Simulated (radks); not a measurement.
Nd3+, 57 electrons, occupied as [Xe] 4f2.5 5d0.5 (fractional occupations, a model configuration). Method: Dirac Kohn-Sham, BLYP, spin-unpolarised, spherical densities, finite nucleus; open shells fill j = l - 1/2 first; Fermi nuclear charge, rms radius 4.9123 fm; computed with a radial shooting solver on a logarithmic mesh with Libxc functionals. Some entries of the table are withheld. Estimate them.

| orbital | occ. | eigenvalue (Ry) | <r> (bohr) | <1/r> (bohr^-1) |
|---|---|---|---|---|
| 1s1/2 | 2 | -3189.577 | 0.02363 | 66.05 |
| 2s1/2 | 2 | -517.8071 | 0.1005 | 15.63 |
| 2p1/2 | 2 | -490.0586 | 0.08421 | 15.62 |
| 2p3/2 | 4 | -451.8252 | 0.09063 | 14.03 |
| 3s1/2 | 2 | -114.4003 | 0.2660 | 5.662 |
| 3p1/2 | 2 | -102.5427 | 0.2557 | 5.577 |
| 3p3/2 | 4 | -94.91430 | 0.2681 | 5.180 |
| 3d3/2 | 4 | -74.24112 | (1) | 5.050 |
| 3d5/2 | 6 | -72.59268 | (2) | 4.950 |
| 4s1/2 | 2 | -24.77916 | 0.6057 | 2.360 |
| 4p1/2 | 2 | -20.29609 | (3) | 2.257 |
| 4p3/2 | 4 | -18.62427 | (4) | 2.125 |
| 4d3/2 | 4 | -11.24261 | 0.6953 | 1.910 |
| 4d5/2 | 6 | -10.94456 | 0.7051 | 1.877 |
| 5s1/2 | 2 | -5.07164 | 1.423 | 0.9375 |
| 5p1/2 | 2 | (5) | 1.576 | (6) |
| 5p3/2 | 4 | (7) | 1.652 | (8) |
| 4f5/2 | 2.5 | -2.50147 | 0.9373 | 1.376 |
| 4f7/2 | 0 | -2.46579 | 0.9459 | 1.364 |
| 5d3/2 | 0.5 | (9) | 2.229 | 0.5763 |
| 5d5/2 | 0 | (10) | 2.260 | 0.5674 |

Answer. 
(1) 3d3/2 <r> (bohr): 0.2395
(2) 3d5/2 <r> (bohr): 0.2434
(3) 4p1/2 <r> (bohr): 0.6215
(4) 4p3/2 <r> (bohr): 0.6493
(5) 5p1/2 eigenvalue (Ry): -3.80408
(6) 5p1/2 <1/r> (bohr^-1): 0.8375
(7) 5p3/2 eigenvalue (Ry): -3.54575
(8) 5p3/2 <1/r> (bohr^-1): 0.7924
(9) 5d3/2 eigenvalue (Ry): -1.84761
(10) 5d5/2 eigenvalue (Ry): -1.82021
